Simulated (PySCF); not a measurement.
r2SCAN on K⁻ (potassium, charge -1), [Ar] 4s2, closed-shell 1S. All numbers are calculated (PySCF 2.14, the spin-free X2C one-electron Hamiltonian (Gaussian nucleus), in dyall-av3z).

```
cycle= 1 E= -602.211814485932  delta_E= -0.00632  |g|= 0.02  |ddm|= 0.273
cycle= 2 E= -602.212014723992  delta_E= -0.0002  |g|= 0.0189  |ddm|= 0.191
cycle= 3 E= -602.212335844327  delta_E= -0.000321  |g|= 0.000971  |ddm|= 0.0707
cycle= 4 E= -602.212336524738  delta_E= -6.8e-07  |g|= 0.000328  |ddm|= 0.00577
cycle= 5 E= -602.212336760051  delta_E= -2.35e-07  |g|= 2.22e-05  |ddm|= 0.00403
cycle= 6 E= -602.212336763256  delta_E= -3.21e-09  |g|= 5.3e-06  |ddm|= 0.00124
cycle= 7 E= -602.212336763619  delta_E= -3.63e-10  |g|= 2.43e-06  |ddm|= 0.000504
converged SCF energy = -602.212336763619  <S^2> = -1.2434498e-14  2S+1 = 1
```

Highest occupied orbital energy: 0.655 eV; ⟨L²⟩ = 0.00; populations by l: s 8.00, p 12.00, d 0.00, f 0.00.

Task: Can this result be used?

Result: With care. Self-consistency was reached. At r2SCAN the highest occupied level has a positive energy, so only the finite basis holds that electron; in a semilocal or global hybrid functional this comes from self-interaction and does not mean that the real anion is unbound.
